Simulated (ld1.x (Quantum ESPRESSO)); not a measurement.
**Before and after: PAW potential for Ge (Z = 32)**

* Element: Ge (Z = 32)
* Generator: ld1.x (Quantum ESPRESSO) 7.5
* Type: PAW
* Functional: LDA (PZ)
* Relativity: scalar-relativistic
* Frozen core: [Ar] 3d10
* Valence charge: 4
* Reference configuration: 4s2 4p1 (charge +1)
* Partial waves: 4s (bound): rcut 1.55, rcutus 2.00 bohr; 4s channel at -1.15 Ry: rcut 1.55, rcutus 2.00 bohr; 4p (bound): rcut 1.65, rcutus 1.80 bohr; 4p channel at 0.35 Ry: rcut 1.65, rcutus 1.80 bohr; 4d channel at -0.15 Ry: rcut 1.40, rcutus 1.85 bohr; 4d channel at 2.2 Ry: rcut 1.40, rcutus 1.85 bohr
* Local potential: all-electron potential smoothed inside 1.85 bohr (lloc = -1)
* Core correction: Bessel-smoothed model core, default radius (core density twice the valence density)
* Augmentation charge: PSQ, inside the norm-conserving radii

Change: waves 4s (bound): rcut 1.55, rcutus 1.80 bohr; 4s channel at -1.15 Ry: rcut 1.55, rcutus 1.80 bohr.

Cutoffs: the cutoffs (Ry, on a coarse ladder) from which the occupation-weighted sum of valence levels, in a spherical-Bessel basis at the reference potential, stays within 10 and 1 mRy of its value at 400 Ry; they do not see the model core or the augmentation charge, which bear on the density cutoff. Errors are all-electron minus pseudo energies relative to the spin-unpolarised reference configuration.

Predict the effect on cutoff, ghosts and configuration errors.

The potential gets harder (6 Ry and 8 Ry → 8 Ry and 15 Ry); both files keep a bound ghost (d); the errors of the 9 common tests hardly move. A smaller radius makes the pseudo-wave follow the all-electron one further in, where it bends more sharply, so more plane waves are needed.

```csv
quantity,base,changed
"cutoff, loose",6 Ry,8 Ry
"cutoff, tight",8 Ry,15 Ry
bound ghosts,d,d
"error for 4s2 4p2, meV [ΔE -7.64 eV]",-4.9,-4.9
"error for 4s2 4p0, meV [ΔE 15.72 eV]",-26,-26
"error for 4s1 4p0, meV [ΔE 50.93 eV]",-247,-248
"error for 4s0 4p4, meV [ΔE 8.72 eV]",-16,-17
"error for 4s1 4p3, meV [ΔE 0.41 eV]",-1.2,-1.2
"error for 4s2 4p2.3, meV [ΔE -8.56 eV]",-6.4,-6.5
"error for 4s1 4p2, meV [ΔE 8.78 eV]",-11,-11
"error for 4s2 4p1 (spin-polarised), meV [ΔE -0.19 eV]",-1.7,-1.7
"error for 4s2 4p2 (spin-polarised), meV [ΔE -8.20 eV]",-9.0,-9.0
lowest overlap eigenvalue by channel,"s 0.38, p 0.62, d 0.90","s 0.40, p 0.62, d 0.90"
```

 A true bound ghost makes a file unfit for plane-wave use even where its test errors are small: the radial tests pick states by their node count and pass the ghost by.
